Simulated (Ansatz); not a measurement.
The first iterations of a band of ClF4HW (7 atoms, charge 0, multiplicity 1).

All numbers below come from RKS PBE0/def2-SVP (Ansatz 0.2.0).

| Item | Value |
| --- | --- |
| movable images | 5 |
| climbing image | yes |
| spring | 0.5 eV/Å² |
| optimiser | quadratic models (default) |
| start path | through a guess of the saddle point |
| force threshold | 0.05 eV/Å |
| iteration limit | 60 |
| end points | relaxed |

Initial state:

```xyz
7
Properties=species:S:1:pos:R:3
W 0.049 0.000 0.004
H 0.299 0.000 1.695
F 1.895 0.000 0.179
F -0.040 1.822 0.207
F -1.771 0.000 0.268
F -0.040 -1.822 0.207
Cl 0.417 0.000 -2.291
```

Final state:

```xyz
7
Properties=species:S:1:pos:R:3
W -0.495 0.000 -0.174
H 1.772 -0.001 1.495
F 1.826 0.000 0.566
F -0.392 1.798 0.206
F -2.337 0.000 0.002
F -0.392 -1.798 0.207
Cl 0.828 0.000 -2.034
```

| iteration | highest image above the first end (eV) | largest band force component (eV/Å) |
| --- | --- | --- |
| 1 | 3.275 | 2.409 |
| 2 | 2.383 | 2.414 |
| 3 | 1.585 | 2.783 |
| 4 | 1.508 | 2.076 |

Q: Does the band converge within its limit, and where does its top end?

A: The run converged. It ended after 13 iterations with the highest image 1.241 eV above the first end. Another band between the same ends (5 images) ends at a top of the same energy, where a vibrational analysis finds 1 clearly imaginary mode. The orbitals stay closed-shell, which can raise the energy where a bond breaks towards radicals; this wasn't checked here.

Time of the run: 5 min on 2 threads of Arm Neoverse V1 (shared host), peak memory 0.28 GiB.
